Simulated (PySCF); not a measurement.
This script is equivalent to a calculation on S(3+) (sulfur, charge +3).

```python
from pyscf import gto, scf, dft, mp, cc
import basis_set_exchange as bse
mol = gto.M(atom="S 0 0 0", charge=3, spin=1, symmetry="D2h",
            basis=gto.basis.parse(bse.get_basis("aug-cc-pV(Q+d)Z", elements=["S"], fmt="nwchem", augment_diffuse=1)))
mf = dft.UKS(mol, xc="M06")
mf.irrep_nelec = {'Ag': (3, 3), 'B1u': (1, 1), 'B2u': (2, 1), 'B3u': (1, 1)}
mf.kernel()
```

(1) What total energy does it give?

(2) Which occupied shell lies highest, and where?

(3) What is ⟨S²⟩, and what would a pure spin state give?

## Answers

(1) -395.597 hartree (calculated).

(2) 3p α, at -42.307 eV.

(3) 0.752, against 0.75.
